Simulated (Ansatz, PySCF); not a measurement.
Noncovalent pair: H4O2Si (SMILES O[SiH2]O) (first 7 atoms) with NH3 (SMILES N); geometry from B3LYP-D3(BJ)/def2-TZVP, rigid monomers moved along the line of their centres of mass till H4···N8 is 1.66 Å.
(charge 0, multiplicity 1):
```xyz
11

O     -0.0474     1.0406     1.3171
Si    -0.6369     0.3566    -0.0399
O      0.3943     0.5073    -1.3182
H      0.1114     0.4693     2.1035
H     -1.8613     1.0405    -0.4961
H     -0.9125    -1.0815     0.2356
H      1.3118     0.2579    -1.1826
N      0.2994    -0.5542     3.3970
H     -0.0321    -1.4927     3.2031
H      1.2595    -0.6248     3.7145
H     -0.2522    -0.1857     4.1639
```

Interaction energies are E(AB) − E(A) − E(B) at the monomers' geometry in the complex; basis-set methods are counterpoise corrected. Rows marked so take none.

Rows in 6-31G* carry no dispersion term and start afresh at each structure (6-31G* with six Cartesian d functions).

The values were computed with Ansatz (a quantum-chemistry and plane-wave program) with Gaussian orbitals; PySCF for 6-31G* rows, the dispersion terms. Each number belongs to the level named beside it.

Q: One of these levels gives -41.5 kJ/mol for the interaction energy. Which one is it?
(A) HF/6-31G*
(B) PBE/def2-TZVPPD
(C) HF/6-31G* (no counterpoise)
(D) PBE-D4/def2-TZVPPD

A: D, PBE-D4/def2-TZVPPD. The others give -24.2 (HF/6-31G*), -31.8 (HF/6-31G* (no counterpoise)), -37.0 (PBE/def2-TZVPPD)
